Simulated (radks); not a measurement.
Q: The platinum anion Pt2-, [Hg], held by a Watson sphere: a shell of charge +2 at radius R that stands for the Madelung well of a crystal (potential energy -2/R inside, -2/r outside, in hartree with lengths in bohr). Method: scalar-relativistic Kohn-Sham, LDA (Slater exchange, Perdew-Wang correlation), spin-polarised, spherical densities, finite nucleus; Fermi nuclear charge, rms radius of each element as measured or else 0.836 A^(1/3) + 0.57 fm; computed with a radial shooting solver on a logarithmic mesh with Libxc functionals. Response by self-consistent Sternheimer equations with the Hartree and adiabatic LDA kernel, the relativistic mass of each level held fixed and spin-orbit coupling left out. The sphere does not respond.

R (bohr)  e(5p) (eV)  e(6s) (eV)  e(5d) (eV)  <r> 5d (bohr)  sum of <r^2> (bohr^2)  X-ray form factor at sin(theta)/lambda = 0.3 1/angstrom  alpha (bohr^3)
2.82         -54.967      -7.093      -5.998          1.815                  80.05                                                   58.402           52.52
4.72         -52.478      -4.443      -3.064          1.922                  97.16                                                   58.481           128.2
4.8          -52.399      -4.350      -2.977          1.925                  97.85                                                   58.482           133.1
5.77         -51.584      -3.387      -2.092          1.955                  106.4                                                   58.492           211.1
5.86         -51.520      -3.312      -2.024          1.958                  107.2                                                   58.493           220.6
6.26         -51.261      -3.001      -1.748          1.970                  111.0                                                   58.495           269.9

Estimate the row for R = 5.88 bohr.

A: e(5p) (eV) -51.506; e(6s) (eV) -3.295; e(5d) (eV) -2.009; <r> 5d (bohr) 1.959; sum of <r^2> (bohr^2) 107.4; X-ray form factor at sin(theta)/lambda = 0.3 1/angstrom 58.493; alpha (bohr^3) 222.8.
